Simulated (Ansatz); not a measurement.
`C/C(F)=C(\F)C(F)(F)F`, relaxed with RKS PBE-D4/def2-SVP in Ansatz from a rough embedded geometry. The force threshold is 0.03 eV/Å; the program also tests the step.

The species carries charge 0 and has multiplicity 1.

Start:

```xyz
12

C    -0.955    1.606    0.582
C    -0.392    0.552   -0.223
F    -0.623    0.664   -1.539
C     0.406   -0.503    0.241
F     0.541   -0.531    1.591
C     0.948   -1.554   -0.579
F     0.508   -2.789   -0.247
F     2.336   -1.601   -0.435
F     0.700   -1.459   -1.928
H    -2.085    1.599    0.500
H    -0.619    2.576    0.339
H    -0.766    1.440    1.697
```

**Question.** How much energy does the relaxation release, and in how many steps? (An estimate is asked.)

**Answer.** The calculation gave: 9.98 kcal/mol, in 5 steps.

**Question.** Which bonds change most? (Estimate.)

**Answer.** The calculation gave: C4–C6 from 1.439 to 1.507 Å; C1–H11 from 1.054 to 1.110 Å; C2–C4 from 1.402 to 1.352 Å; C1–C2 from 1.441 to 1.487 Å.

**Question.** Give the relaxed structure. (Estimate.)

**Answer.** The calculation gave: 
```xyz
12

C    -0.993    1.612    0.629
C    -0.400    0.559   -0.237
F    -0.657    0.702   -1.547
C     0.345   -0.482    0.201
F     0.589   -0.609    1.522
C     0.983   -1.590   -0.595
F     0.516   -2.794   -0.188
F     2.324   -1.601   -0.401
F     0.750   -1.472   -1.913
H    -2.097    1.628    0.509
H    -0.614    2.612    0.330
H    -0.746    1.434    1.691
```
